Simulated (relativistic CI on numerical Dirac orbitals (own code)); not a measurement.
Computed by Dirac-Coulomb-Breit CI, orbitals from a KLI potential per configuration, model QED (radiative potential, 1s self-energy scaled to tabulated hydrogen-like ionisation energies), unscaled Slater integrals (own radial code, finite nucleus).

Configuration list (outside the closed core [Ar] 3d10): 4s²4p⁶4d¹⁰4f², 4s²4p⁶4d¹⁰4f5s, 4s²4p⁶4d⁹4f³, 4s²4p⁶4d¹⁰5s², 4s²4p⁶4d¹⁰4f5p, 4s²4p⁶4d¹⁰5s5p, 4s²4p⁵4d¹⁰4f³, 4s²4p⁶4d¹⁰4f5d, 4s²4p⁶4d⁹4f²5s, 4s²4p⁶4d¹⁰5p5d, 4s4p⁶4d¹⁰4f³, 4s²4p⁶4d¹⁰4f5f, 4s²4p⁶4d⁹4f²5p, 4s²4p⁶4d¹⁰4f6s, 4s²4p⁶4d¹⁰4f5g, 4s²4p⁶4d¹⁰4f6p, 4s²4p⁶4d¹⁰4f6d, 4s²4p⁵4d¹⁰4f²5s, 4s²4p⁶4d¹⁰4f7s, 4s²4p⁶4d¹⁰4f6g, 4s4p⁶4d¹⁰4f5s², 4s4p⁶4d¹⁰4f5p², 4s²4p⁶4d¹⁰5p², 4s²4p⁶4d⁹5s5p², 4s²4p⁶4d¹⁰5s5d, 4s²4p⁶4d⁹5s²5d, 4s²4p⁶4d¹⁰5d², 4s²4p⁶4d⁹5s5d². Double excitations out of closed p, d and f shells are left out; levels of such configurations are missing from the list, as are those of other unlisted configurations, and high levels can miss mixing partners.

At this charge energies of transitions that change n are usually good to better than 1 %, and those within a shell (Δn = 0) to a few per cent. Terms inside the open d or f shell come out 10 to 20 % too wide with unscaled integrals.

Outline of the computed level scheme of W XXVII. Lowest level of each configuration: 4s²4p⁶4d¹⁰4f² ³H4 at 0.000 eV; 4s²4p⁶4d¹⁰4f5s ³F°2 at 125.456 eV; 4s²4p⁶4d¹⁰4f5p ³G3 at 169.459 eV; 4s²4p⁶4d⁹4f³ ⁵H°3 at 192.941 eV.

Some strong electric-dipole decays among the lowest 45 levels: 4s²4p⁶4d¹⁰4f5p ³D1 → 4s²4p⁶4d¹⁰4f5s ³F°2 (6.6e+10 s⁻¹); 4s²4p⁶4d¹⁰4f5p ³G4 → 4s²4p⁶4d¹⁰4f5s ³F°3 (5.6e+10 s⁻¹); 4s²4p⁶4d¹⁰4f5p ³F2 → 4s²4p⁶4d¹⁰4f5s ³F°2 (4.4e+10 s⁻¹); 4s²4p⁶4d¹⁰4f5p ³F3 → 4s²4p⁶4d¹⁰4f5s ³F°3 (2.8e+10 s⁻¹); 4s²4p⁶4d¹⁰4f5p ³F3 → 4s²4p⁶4d¹⁰4f5s ³F°2 (2.8e+10 s⁻¹); 4s²4p⁶4d¹⁰4f5p ³F2 → 4s²4p⁶4d¹⁰4f5s ³F°3 (1.7e+10 s⁻¹); 4s²4p⁶4d¹⁰4f5p ³F2 → 4s²4p⁶4d¹⁰4f5s ³F°3 (1.0e+10 s⁻¹); 4s²4p⁶4d¹⁰4f5p ³D3 → 4s²4p⁶4d¹⁰4f5s ³F°4 (1.0e+10 s⁻¹).

LS names give the leading component of a level, which can be under half, so a name can repeat, a term be missing and a line seem to break the LS rules.
